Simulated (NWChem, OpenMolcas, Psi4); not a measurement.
**How methods differ on CH2NSn (SMILES N#[C][SnH2])**

CH2NSn: 5 atoms, total charge 0, spin state doublet. As SMILES, `N#[C][SnH2]`. The shape is that of a PBE0-D4/def2-TZVP optimisation.

Quantity: the vertical electron affinity (to the singlet anion), in eV. The values are calculated.

The electron affinity is E(neutral) − E(anion): positive where the electron is bound.

| level | kind | program | value (eV) |
| --- | --- | --- | --- |
| UHF/def2-SVPD (core potential) | Hartree–Fock | NWChem | 1.11 |
| UBHLYP/def2-SVPD (core potential) | global hybrid | OpenMolcas | 2.02 |
| UPBE0/def2-SVPD (core potential) | global hybrid | Psi4 | 2.06 |
| UTPSSh/def2-SVPD (core potential) | hybrid meta-GGA | Psi4 | 2.05 |
| U-wB97X-V/def2-SVPD (core potential) | range-separated hybrid | Psi4 | 2.10 |
| U-wB97X/def2-SVPD (core potential) | range-separated hybrid | Psi4 | 2.21 |
| UCAM-B3LYP/def2-SVPD (core potential) | range-separated hybrid | Psi4 | 2.16 |
| UMP2/def2-SVPD (core potential) | perturbation theory | NWChem | 1.83 |

Spin-orbit coupling, which can split open shells on such heavy atoms by tenths of an eV, is left out. Where it was recorded, the anion's HOMO is positive in UTPSSh/def2-SVPD: a fault of the level (basis or self-interaction), which says nothing on whether the real anion is bound. The values span 1.11 to 2.21 eV. In the correlated wave-function rows the outer d shell of Sn is correlated, in sets not made for it.
